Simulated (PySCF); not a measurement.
**Basis and Hamiltonian dependence of the excitation energy of He**

He 1s2 (1S) → He 1s1 2s1 (3S). Calculated with PySCF 2.14 from differences of total energies of unrestricted determinants, without spin-orbit coupling. Values in eV.

```tsv
basis	Hamiltonian	functions	UHF	PBE	PBE0	MP2 (valence)	CCSD(T) (valence)
dyall-acv3z	spin-free X2C	29	18.794	19.553	19.553	19.703	19.855
dyall-acv3z	non-relativistic	29	18.794	19.553	19.553	19.704	19.855
dyall-av3z	spin-free X2C	29	18.794	19.553	19.553	19.703	19.855
dyall-av3z	non-relativistic	29	18.794	19.553	19.553	19.704	19.855
aug-cc-pVTZ with one added diffuse shell each of s, p, d type	non-relativistic	32	18.736	19.502	19.506	19.631	19.782
aug-cc-pVQZ-DK	spin-free X2C	46	18.785	19.546	19.546	19.736	19.873
aug-cc-pVQZ	non-relativistic	46	18.785	19.546	19.546	19.736	19.873
aug-cc-pVQZ with one added diffuse shell each of s, p, d, f type	non-relativistic	62	18.713	19.495	19.495	19.665	19.803
aug-cc-pV5Z	non-relativistic	80	18.771	19.536	19.535	19.743	19.873
```

Frozen in the all-electron rows: valence: nothing.

Reference for a calculation without spin-orbit coupling: 19.820 eV (measured, between term centres; NIST).
